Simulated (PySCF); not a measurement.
C₉H₉N₃, SMILES n1c(nccc1)-c1n(C)ccc1.

Coordinates come from a B3LYP-D3(BJ)/def2-SVP optimisation. The structure was generated by enumeration, and PubChem lists no compound with its InChIKey, so it may never have been made. Other conformers were not sampled.

Two levels are set side by side: PBE/def2-SVP (PySCF) and CAM-B3LYP/def2-SVP (PySCF). Same geometry, gas phase. Differences are taken from unrounded values.

| quantity | CAM-B3LYP | PBE | PBE minus CAM-B3LYP |
|---|---|---|---|
| orbital gap (eV) | 6.97 | 3.11 | -3.85 |
| highest occupied level (eV) | -6.97 | -5.01 | 1.96 |
| lowest empty level (eV) | -0.01 | -1.90 | -1.89 |
| dipole moment (D) | 2.36 | 2.09 | -0.27 |
| mean polarisability (bohr³) | 117.8 | 124.7 | 6.9 |

Without exact exchange PBE keeps part of each electron's self-repulsion, which lifts occupied levels and narrows the gap. Loosely held outer electrons make PBE densities more polarisable. Differences between two approximate levels are no errors against the true value.

Rough cost on one machine, each run with all the roots and properties that it gave: CAM-B3LYP against PBE within a factor of 2.
